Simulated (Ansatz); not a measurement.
Born–Oppenheimer molecular dynamics of F₃HOZr (6 atoms, charge 0, multiplicity 1). It starts from a relaxed structure.

Theory: RKS PBE0-D4/def2-SVP (Ansatz).

| Property | Result |
| --- | --- |
| ensemble | NVT, Nosé–Hoover chain |
| time step | 0.5 fs |
| steps asked | 150 |
| set temperature | 300 K |
| thermostat | time constant 50 fs, chain length 3 |
| seed | 993986 |

Frames 2.5 fs apart, positions in Å.

Velocities at 10.0 fs (Å/ps):

```
Zr 0.48 -0.92 0.85
O 1.73 2.22 1.60
H -11.55 -17.44 -8.64
F 0.43 3.32 0.00
F 0.21 -3.38 -2.74
F -3.77 3.50 -2.21
```

```xyz
6
Properties=species:S:1:pos:R:3 time_fs=10.0 energy_less_start_eV=0.051 T=202
Zr -0.082 -0.036 -0.036
O -0.325 -0.079 1.817
H -0.621 -0.365 2.677
F 1.788 0.033 -0.436
F -0.887 1.518 -0.772
F -0.913 -1.508 -0.896
6
Properties=species:S:1:pos:R:3 time_fs=12.5 energy_less_start_eV=0.061 T=184
Zr -0.081 -0.038 -0.034
O -0.322 -0.074 1.823
H -0.650 -0.406 2.662
F 1.789 0.041 -0.436
F -0.886 1.510 -0.779
F -0.923 -1.500 -0.902
6
Properties=species:S:1:pos:R:3 time_fs=15.0 energy_less_start_eV=0.065 T=176
Zr -0.079 -0.040 -0.033
O -0.319 -0.070 1.833
H -0.673 -0.438 2.647
F 1.789 0.049 -0.436
F -0.886 1.502 -0.786
F -0.933 -1.493 -0.908
6
Properties=species:S:1:pos:R:3 time_fs=17.5 energy_less_start_eV=0.068 T=173
Zr -0.077 -0.042 -0.033
O -0.317 -0.067 1.846
H -0.691 -0.460 2.633
F 1.789 0.056 -0.435
F -0.886 1.496 -0.793
F -0.943 -1.486 -0.913
6
Properties=species:S:1:pos:R:3 time_fs=20.0 energy_less_start_eV=0.072 T=167
Zr -0.075 -0.043 -0.033
O -0.316 -0.065 1.861
H -0.709 -0.477 2.633
F 1.788 0.064 -0.435
F -0.887 1.489 -0.799
F -0.952 -1.480 -0.919
6
Properties=species:S:1:pos:R:3 time_fs=22.5 energy_less_start_eV=0.081 T=150
Zr -0.073 -0.045 -0.034
O -0.316 -0.063 1.877
H -0.724 -0.487 2.640
F 1.788 0.070 -0.434
F -0.888 1.483 -0.805
F -0.962 -1.475 -0.924
6
Properties=species:S:1:pos:R:3 time_fs=25.0 energy_less_start_eV=0.094 T=127
Zr -0.070 -0.046 -0.034
O -0.316 -0.063 1.891
H -0.732 -0.485 2.644
F 1.787 0.077 -0.433
F -0.888 1.478 -0.811
F -0.971 -1.470 -0.928
6
Properties=species:S:1:pos:R:3 time_fs=27.5 energy_less_start_eV=0.110 T=100
Zr -0.068 -0.047 -0.035
O -0.317 -0.064 1.903
H -0.740 -0.478 2.655
F 1.786 0.083 -0.432
F -0.889 1.473 -0.817
F -0.980 -1.466 -0.933
6
Properties=species:S:1:pos:R:3 time_fs=30.0 energy_less_start_eV=0.123 T=76
Zr -0.066 -0.048 -0.035
O -0.317 -0.066 1.911
H -0.748 -0.466 2.674
F 1.786 0.089 -0.431
F -0.890 1.469 -0.822
F -0.988 -1.461 -0.936
6
Properties=species:S:1:pos:R:3 time_fs=32.5 energy_less_start_eV=0.130 T=65
Zr -0.064 -0.049 -0.034
O -0.317 -0.068 1.915
H -0.748 -0.443 2.686
F 1.786 0.094 -0.431
F -0.891 1.464 -0.827
F -0.994 -1.456 -0.939
6
Properties=species:S:1:pos:R:3 time_fs=35.0 energy_less_start_eV=0.130 T=67
Zr -0.063 -0.050 -0.033
O -0.317 -0.071 1.914
H -0.745 -0.413 2.697
F 1.786 0.099 -0.430
F -0.891 1.460 -0.831
F -1.000 -1.452 -0.941
6
Properties=species:S:1:pos:R:3 time_fs=37.5 energy_less_start_eV=0.122 T=85
Zr -0.062 -0.051 -0.031
O -0.316 -0.075 1.908
H -0.743 -0.379 2.715
F 1.787 0.103 -0.430
F -0.891 1.456 -0.835
F -1.005 -1.446 -0.943
```

Of the whole run (75 fs, mean temperature of the second half 160 K): The conserved energy stayed within 0.013 meV per atom of its start (net change 0.012 meV per atom), so the integration is sound. The mean temperature of the second half is 47 % below the set value. A run of 0.075 ps of so small a system gives no equilibrium averages.

Run time: 12 min on 1 thread of Arm Neoverse V1, with other jobs on the host, peak memory 0.19 GiB.
